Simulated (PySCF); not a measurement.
**Basis and Hamiltonian dependence of the excitation energy of Te⁺**

Te⁺ [Kr] 4d10 5s2 5p3 (4S) → Te⁺ [Kr] 4d10 5s2 5p2 6s1 (4P). Calculated with PySCF 2.14 from differences of total energies of unrestricted determinants, without spin-orbit coupling. Values in eV.

```json
{"basis": "aug-cc-pwCVDZ-PP with ECP28MDF", "Hamiltonian": "ECP", "functions": "48", "UHF": "10.178", "LDA": "9.973", "PBE0": "10.128", "MP2 (valence)": "10.194", "CCSD(T) (valence)": "10.128"}
{"basis": "aug-cc-pVTZ-PP with ECP28MDF", "Hamiltonian": "ECP", "functions": "55", "UHF": "10.200", "LDA": "9.981", "PBE0": "10.121", "MP2 (valence)": "10.297", "CCSD(T) (valence)": "10.259"}
{"basis": "aug-cc-pVTZ-DK3", "Hamiltonian": "spin-free X2C", "functions": "68", "UHF": "10.207", "LDA": "10.011", "PBE0": "10.141", "MP2 (valence)": "10.299", "CCSD(T) (valence)": "10.260"}
{"basis": "x2c-TZVPPall with one added diffuse shell each of s, p, d, f type", "Hamiltonian": "spin-free X2C", "functions": "76", "UHF": "10.248", "LDA": "10.023", "PBE0": "10.171", "MP2 (valence)": "10.307", "CCSD(T) (valence)": "10.269"}
{"basis": "aug-cc-pVQZ-DK3", "Hamiltonian": "spin-free X2C", "functions": "102", "UHF": "10.190", "LDA": "10.009", "PBE0": "10.131", "MP2 (valence)": "10.316", "CCSD(T) (valence)": "10.277"}
{"basis": "aug-cc-pVQZ-PP with one added diffuse shell each of s, p, d, f, g type with ECP28MDF", "Hamiltonian": "ECP", "functions": "117", "UHF": "10.192", "LDA": "9.978", "PBE0": "10.112", "MP2 (valence)": "10.323", "CCSD(T) (valence)": "n/a"}
{"basis": "aug-cc-pV5Z-PP with ECP28MDF", "Hamiltonian": "ECP", "functions": "139", "UHF": "10.188", "LDA": "9.977", "PBE0": "10.113", "MP2 (valence)": "10.332", "CCSD(T) (valence)": "n/a"}
```

Frozen in the all-electron rows: valence: [Kr] 4d10; with a core potential, the same shells as far as they lie outside it.
